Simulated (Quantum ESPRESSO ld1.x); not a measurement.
The run below uses ld1.x (Quantum ESPRESSO 7.5).

```
 &input
    atom='Au',
    iswitch=1,
    rel=2,
    dft='PBE',
    config='[Kr]',
    rel_dist='energy',
    verbosity='high',
    lsmall=.true.,
    prefix='ld1',
    max_out_wfc=37,
    file_charge='ld1.rho',
 /
```

Command: `OMP_NUM_THREADS=1 ld1.x < ld1.in > ld1.out`

Output (excerpt):

```
     Program LD1 v.7.5 starts

     --------------------------- All-electron run ----------------------------

     dirac relativistic calculation

     atomic number is 79.00
     dft =PBE   lsd =0 sic =0 latt =0  beta=0.20 tr2=1.0E-14
     Exchange-correlation= PBE
                           (   1   4   3   4   0   0   0)
     mesh =2123 r(mesh) = 100.13829 a.u. xmin = -8.00 dx = 0.00800
     1 Ry =  13.60569312 eV, c = 137.03599908

     n l j   nl                  e(Ry)          e(Ha)          e(eV)
     Spin orbit split results
     1 0 0.5 1S 1( 2.00)   -6080.265300824   -3040.132650412 -82726.2237894
     2 0 0.5 2S 1( 2.00)   -1197.267299036    -598.633649518 -16289.6514569
     2 1 0.5 2P 1( 2.00)   -1154.404401406    -577.202200703 -15706.4720254
     2 1 1.5 2P 1( 4.00)   -1019.334783441    -509.667391721 -13868.7562531
     3 0 0.5 3S 1( 2.00)    -393.346510169    -196.673255085  -5351.7519084
     3 1 0.5 3P 1( 2.00)    -374.548158303    -187.274079152  -5095.9873017
     3 1 1.5 3P 1( 4.00)    -343.805279421    -171.902639711  -4677.7091259
     4 0 0.5 4S 1( 2.00)    -182.334513343     -91.167256671  -2480.7874343
     4 1 0.5 4P 1( 2.00)    -174.182669147     -87.091334574  -2369.8759438
     4 1 1.5 4P 1( 4.00)    -164.315016638     -82.157508319  -2235.6196919
     3 2 1.5 3D 1( 4.00)    -313.388481459    -156.694240729  -4263.8675070
     3 2 2.5 3D 1( 6.00)    -306.717163587    -153.358581793  -4173.0996033
     Averaged results
     1 0     1S 1( 2.00)   -6080.265300824   -3040.132650412 -82726.2237894
     2 0     2S 1( 2.00)   -1197.267299036    -598.633649518 -16289.6514569
     2 1     2P 1( 6.00)   -1064.357989429    -532.178994715 -14481.3281772
     3 0     3S 1( 2.00)    -393.346510169    -196.673255085  -5351.7519084
     3 1     3P 1( 6.00)    -354.052905715    -177.026452858  -4817.1351845
     4 0     4S 1( 2.00)    -182.334513343     -91.167256671  -2480.7874343
     4 1     4P 1( 6.00)    -167.604234141     -83.802117071  -2280.3717758
     3 2     3D 1(10.00)    -309.385690735    -154.692845368  -4209.4067648

     final scf error:  9.2E-15 reached in  19 iterations

     Etot =  -35671.400495 Ry,  -17835.700248 Ha, -485334.128405 eV

     Ekin =   41368.181626 Ry,   20684.090813 Ha,  562842.784258 eV
     Encl =  -84000.563757 Ry,  -42000.281878 Ha,-1142885.892632 eV
     Eh   =    7527.390815 Ry,    3763.695408 Ha,  102415.369451 eV
     Exc  =    -566.409180 Ry,    -283.204590 Ha,   -7706.389482 eV
```

Run on one thread of a shared host, so times are rough (Intel(R) Xeon(R) Processor @ 2.60GHz): 0.58 s of CPU time, 0.61 s wall, 19 iterations on 2123 mesh points.
